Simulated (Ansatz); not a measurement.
The cluster ZrAu₁₂, 13 atoms. Hardware: 2 threads of AMD EPYC 7R13 on a shared host and a share (18 GiB) of an NVIDIA H100 80GB HBM3.

In the def2 sets Au, Zr take a core potential; there is no spin–orbit coupling. Correlated methods freeze no core orbitals; core or outer-core shells of Zr, Au are correlated, in sets that lack core-valence functions. Single mean-field runs in def2-SVP, def2-TZVP are fitted with def2-universal-jkfit.

**Question.** How many basis functions does each of these Ansatz runs have, and roughly what does it cost? PBE0-D4/def2-TZVP, charge 0 singlet, energy, from earlier orbitals; MP2/def2-TZVP, charge 0 singlet, energy, from earlier orbitals; PBE-D4/def2-SVP, charge 0 singlet, relaxation, 26 steps; PBE-D4/def2-SVP, charge 0 singlet, energy, from earlier orbitals; PBE0-D4/def2-SVP, charge 0 singlet, energy, from earlier orbitals; PBE-D4/def2-TZVP, charge 0 singlet, energy and forces, from earlier orbitals; r2SCAN-D4/def2-TZVP, charge 0 singlet, energy, from earlier orbitals; CAM-B3LYP-D4/def2-TZVP, charge 0 singlet, energy, from earlier orbitals; RPA@PBE/def2-TZVP, charge 0 singlet, energy, from earlier orbitals.

**Answer.** Other jobs shared the machine, so times can vary by a factor of up to 3.

```json
{"run": "PBE0-D4/def2-SVP, charge 0 singlet, energy, from earlier orbitals", "functions": "415", "fitting or Cholesky vectors": "3219", "wall time": "3.7 s", "peak host memory (GiB)": "0.99"}
{"run": "PBE-D4/def2-SVP, charge 0 singlet, energy, from earlier orbitals", "functions": "415", "fitting or Cholesky vectors": "3219", "wall time": "3.7 s", "peak host memory (GiB)": "0.99"}
{"run": "PBE0-D4/def2-TZVP, charge 0 singlet, energy, from earlier orbitals", "functions": "520", "fitting or Cholesky vectors": "3219", "wall time": "4.3 s", "peak host memory (GiB)": "1.1"}
{"run": "PBE-D4/def2-TZVP, charge 0 singlet, energy and forces, from earlier orbitals", "functions": "520", "fitting or Cholesky vectors": "3219", "wall time": "6.5 s", "peak host memory (GiB)": "1.1"}
{"run": "r2SCAN-D4/def2-TZVP, charge 0 singlet, energy, from earlier orbitals", "functions": "520", "fitting or Cholesky vectors": "3219", "wall time": "6.5 s", "peak host memory (GiB)": "1.2"}
{"run": "CAM-B3LYP-D4/def2-TZVP, charge 0 singlet, energy, from earlier orbitals", "functions": "520", "fitting or Cholesky vectors": "3219", "wall time": "7 s", "peak host memory (GiB)": "1.2"}
{"run": "MP2/def2-TZVP, charge 0 singlet, energy, from earlier orbitals", "functions": "520", "fitting or Cholesky vectors": "4878", "wall time": "7 s", "peak host memory (GiB)": "1.3"}
{"run": "RPA@PBE/def2-TZVP, charge 0 singlet, energy, from earlier orbitals", "functions": "520", "fitting or Cholesky vectors": "4878", "wall time": "13 s", "peak host memory (GiB)": "4.5"}
{"run": "PBE-D4/def2-SVP, charge 0 singlet, relaxation, 26 steps", "functions": "415", "fitting or Cholesky vectors": "3219", "wall time": "92 s", "peak host memory (GiB)": "1.1"}
```
